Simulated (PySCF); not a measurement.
Mo(NH)2(F)(Me) (CH5FMoN2), SMILES [CH3][Mo](=[NH])(=[NH])[F], multiplicity 1.

The structure is a stationary point at PBE0-D3(BJ)/def2-SVP. The spin state was assumed, not searched. The structure was generated by enumeration; whether it is a known compound was not checked. The def2 effective core potentials stand for the cores of Mo; spin–orbit coupling is left out.

Two levels are set side by side: TDA-PBE/def2-SVPD (PySCF) and TDA-CAM-B3LYP/def2-SVPD (PySCF). Vertical, same geometry. The lowest singlet is HOMO→LUMO 90 % with PBE and HOMO→LUMO 84 % with the other functional; states are paired by order. Differences are taken from unrounded values.

```csv
quantity,TDA-CAM-B3LYP
lowest singlet excitation (eV),4.43
lowest triplet excitation (TDA) (eV),3.79
```

### Question
What does TDA-PBE give, and how far is it from TDA-CAM-B3LYP? (The exact figures need the calculation; the answer reports its results.)

### Answer

```csv
quantity,TDA-PBE,TDA-PBE minus TDA-CAM-B3LYP
lowest singlet excitation (eV),4.19,-0.24
lowest triplet excitation (TDA) (eV),3.63,-0.16
```

Functionals without exact exchange tend to place singlet excitations lower, as here. Differences between two approximate levels are no errors against the true value.

Rough cost on one machine, each run with all the roots and properties that it gave: TDA-CAM-B3LYP against TDA-PBE about 4 times.
